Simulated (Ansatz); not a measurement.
BF, charge +1, doublet, at a GFN2-xTB geometry (a state made from the parent by changing its charge; the spin is typed, not shown lowest); Ansatz (a quantum-chemistry and plane-wave program) with WB97M-V/cc-pVDZ.

Input for Ansatz:
Ansatz 0.2 input:
```yaml
crystal:
  periodic: [false, false, false]
  atoms:
    - {symbol: B, position_ang: [-0.00000000, -0.00000000, -0.77001619]}
    - {symbol: F, position_ang: [0.00000000, 0.00000000, 0.42778677]}
basis:
  gaussian:
    orbitals: cc-pVDZ
hamiltonian:
  xc: {name: wB97M-V}
total_charge: 1
magnetization: {spin_polarized: true, initial_magnetization: 1}
```

Task: What does Ansatz print? Leave out banner, timings and long lists.

Result: 
```
Functional definition: wB97M-V
260 factors; integrals over basis functions are off by at most 4.7e-4 eV
68 factors; integrals over basis functions are off by at most 1.2e-5 eV
mean field evaluation 1: about -3369.5909 eV, gradient 5.7e1 eV
mean field evaluation 2: about -3353.4573 eV, gradient 9.4e1 eV
mean field evaluation 4: about -3380.4095 eV, gradient 6.9e-1 eV
mean field evaluation 8: about -3380.4153 eV, gradient 1.8e-2 eV
mean field evaluation 16: about -3380.4153 eV, gradient 2.0e-5 eV
mean field -3380.41533664 eV, -124.2279722938 hartree, gradient 2.0e-5 eV, S^2 0.752337; 0 other end points of the search recorded, 0 dependent functions left out
reference -3380.41536014 eV, -124.2279731572 hartree; 7, 6 occupied and 21, 22 virtual orbitals, 260 factors
Total energy: -3380.41536014 eV, -124.2279731572 hartree
```
